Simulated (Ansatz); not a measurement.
A series at Ga: from `[GaH3]`, ligands are replaced one by one, each step taking up H₂O and setting free H₂; n counts the steps. Ansatz, PBE0-D4/def2-TZVP geometries. Each molecule was computed in one conformer, which needn't be the lowest.

CBS adds triple-zeta CCSD(T) − MP2 to the MP2 limit, frozen cores; atoms without spin–orbit coupling. Outer-core shells of Ga are correlated without core-valence functions. Scalar relativity is left out up to krypton. Spin–orbit coupling is left out.

```json
{"n": "0", "molecule": "`[GaH3]`", "atomization energy, CCSD(T)/CBS (kJ/mol)": "835.8"}
{"n": "1", "molecule": "`[OH][GaH2]`", "atomization energy, CCSD(T)/CBS (kJ/mol)": "?"}
{"n": "2", "molecule": "`[OH][GaH][OH]`", "atomization energy, CCSD(T)/CBS (kJ/mol)": "1973.9"}
{"n": "3", "molecule": "`[OH][Ga]([OH])[OH]`", "atomization energy, CCSD(T)/CBS (kJ/mol)": "2522.9"}
```

**Question.** By hand: fit a straight line y = ȳ + b (n − n̄) to the 3 given rows and predict n = 1.

**Answer.** n̄ = 1.667, ȳ = 1777.53; Σ(n − n̄)(y − ȳ) = 2628.83, Σ(n − n̄)² = 4.667, so b = 563.28 kJ/mol a step. Prediction: 1777.53 + (563.28) × (-0.667) = 1401.8 kJ/mol.

**Question.** By hand: compare with the computed value, 1408.3 kJ/mol, and give the steps along the whole series.

**Answer.** The line misses by 6.5 kJ/mol (computed minus predicted). Steps: 572.5, 565.6, 549.0 kJ/mol.

The steps differ by up to 23.5 kJ/mol, small against a whole step but well beyond the method's doubt, so the ligands' effects don't simply add. The miss is 0.4 % of the series' range. The energies themselves are unsure by some kJ/mol a bond, though much of that is common to the series.
